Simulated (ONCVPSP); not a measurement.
**Building the ONCV potential for Cd (Z = 48) (PBE, scalar-relativistic).**

ONCVPSP 4.0.1 input, shortened (lines: element, Z, core and valence counts, functional; n l f; lmax; l rc ep ncon nbas qcut; lloc lpopt rc5 dvloc0; l nproj debl; icmod fcfact rcfact), PBE, scalar-relativistic:

```
  Cd 48.00    8    3        4      upf
    1    0    2.00
    2    0    2.00
    2    1    6.00
    3    0    2.00
    3    1    6.00
    3    2   10.00
    4    0    2.00
    4    1    6.00
    4    2   10.00
    5    0    1.75
    5    1    0.25
    2
    0    1.85    0.00    5   10    3.70
    1    2.65    0.00    4    7    2.70
    2    1.75    0.00    5   10    9.40
    4    4    1.60    0.00
    0    2    1.00
    1    2    2.70
    2    2    1.50
    0    0.00    0.00
```

All-electron outer shells of the reference configuration (PBE, scalar-relativistic, ld1.x):

```
shell  level (eV)  outermost node (bohr)  outermost maximum (bohr)
   4s     -106.46                   0.43                      0.79
   4p      -67.51                   0.43                      0.84
   4d      -12.26                   0.42                      0.98
   5s       -6.02                   1.06                      2.32
   5p       -1.45                   1.20                      3.29
```

Problem. Estimate the cutoffs (Ha) at which the residual kinetic energy of the hardest occupied pseudo-wave falls to 1 and 0.1 mHa per electron.

Solution. 45 Ha and 84 Ha.

Problem. What does a ghost test show?

Solution. Ghosts flagged at negative energy: s at -156.1 eV; GHOST(+) flagged for p at 108.9 eV. A true bound ghost makes a file unfit for plane-wave use.

Problem. Which valence shell sets the plane-wave cutoff?

Solution. 5s: 45 Ha for 1 mHa per electron, against 31 Ha for 4d.

Its largest configuration-test error is +1.8 meV (4d10 5s1 5p0). 1 of 4 tests not solved or not reliable.
